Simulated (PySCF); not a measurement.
C3H10Si, SMILES CCC[SiH3].

Geometry optimised at B3LYP-D3(BJ)/def2-SVP. The values are those of a single conformer.

Two levels are set side by side: TDDFT-PBE/def2-SVPD (PySCF) and TDDFT-CAM-B3LYP/def2-SVPD (PySCF). Vertical, same geometry. The lowest singlet is HOMO→LUMO 98 % with PBE and HOMO→LUMO 93 % with the other functional; states are paired by order. Differences are taken from unrounded values.

| quantity | TDDFT-CAM-B3LYP |
|---|---|
| lowest singlet excitation (eV) | 8.04 |
| lowest triplet excitation (TDA) (eV) | 7.66 |
| first bright state (f over 0.05) (eV) | 8.92 |
| its oscillator strength | 0.23 |

Question: What does TDDFT-PBE give, and how far is it from TDDFT-CAM-B3LYP? (The exact figures need the calculation; the answer reports its results.)

Answer: 
```json
[
 {"quantity": "lowest singlet excitation (eV)", "TDDFT-PBE": "7.15", "TDDFT-PBE minus TDDFT-CAM-B3LYP": "-0.89"},
 {"quantity": "lowest triplet excitation (TDA) (eV)", "TDDFT-PBE": "6.85", "TDDFT-PBE minus TDDFT-CAM-B3LYP": "-0.81"},
 {"quantity": "first bright state (f over 0.05) (eV)", "TDDFT-PBE": "7.74", "TDDFT-PBE minus TDDFT-CAM-B3LYP": "-1.18"},
 {"quantity": "its oscillator strength", "TDDFT-PBE": "0.12", "TDDFT-PBE minus TDDFT-CAM-B3LYP": "-0.11"}
]
```

Functionals without exact exchange tend to place singlet excitations lower, as here. Differences between two approximate levels are no errors against the true value.

Rough cost on one machine, each run with all the roots and properties that it gave: TDDFT-CAM-B3LYP against TDDFT-PBE about 7 times.
